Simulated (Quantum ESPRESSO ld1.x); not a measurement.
Results of a calculation; reference values are marked as such.
Species: Pb4+. Configuration: [Xe] 4f14 5d10. Code: ld1.x of Quantum ESPRESSO 7.5. Model: Dirac Kohn-Sham, PW91, spin-unpolarised, spherical densities, point nucleus. Some entries of the table are withheld. Estimate them.

| orbital | occ. | eigenvalue (eV) | <r> (bohr) |
|---|---|---|---|
| 1s1/2 | 2 | -88030.4 | 0.01604 |
| 2s1/2 | 2 | -15765.3 | 0.06689 |
| 2p1/2 | 2 | -15140.2 | 0.05487 |
| 2p3/2 | 4 | -12949.6 | 0.06379 |
| 3s1/2 | 2 | -3815.53 | 0.1739 |
| 3p1/2 | 2 | -3533.76 | 0.1644 |
| 3p3/2 | 4 | -3045.01 | 0.1807 |
| 3d3/2 | 4 | -2582.49 | 0.1570 |
| 3d5/2 | 6 | -2478.52 | 0.1619 |
| 4s1/2 | 2 | -895.878 | 0.3840 |
| 4p1/2 | 2 | -773.983 | (1) |
| 4p3/2 | 4 | -654.312 | (2) |
| 4d3/2 | 4 | -455.956 | (3) |
| 4d5/2 | 6 | -433.627 | (4) |
| 5s1/2 | 2 | -185.161 | 0.8536 |
| 4f5/2 | 6 | -176.863 | 0.4507 |
| 4f7/2 | 8 | -171.828 | 0.4570 |
| 5p1/2 | 2 | -143.557 | 0.9114 |
| 5p3/2 | 4 | -121.108 | 1.001 |
| 5d3/2 | 4 | -63.3483 | 1.238 |
| 5d5/2 | 6 | -60.6206 | 1.277 |
| 6s1/2 | 0 | -48.1351 | 2.028 |
| 6p1/2 | 0 | -38.0937 | 2.301 |
| 6p3/2 | 0 | -34.8537 | 2.491 |
| 6d3/2 | 0 | (5) | 3.243 |
| 6d5/2 | 0 | (6) | 3.299 |
| 5f5/2 | 0 | -18.4959 | 2.888 |
| 5f7/2 | 0 | -18.4266 | 2.907 |

Answer. 
(1) 4p1/2 <r> (bohr): 0.3853
(2) 4p3/2 <r> (bohr): 0.4198
(3) 4d3/2 <r> (bohr): 0.4245
(4) 4d5/2 <r> (bohr): 0.4356
(5) 6d3/2 eigenvalue (eV): -22.3169
(6) 6d5/2 eigenvalue (eV): -21.9003
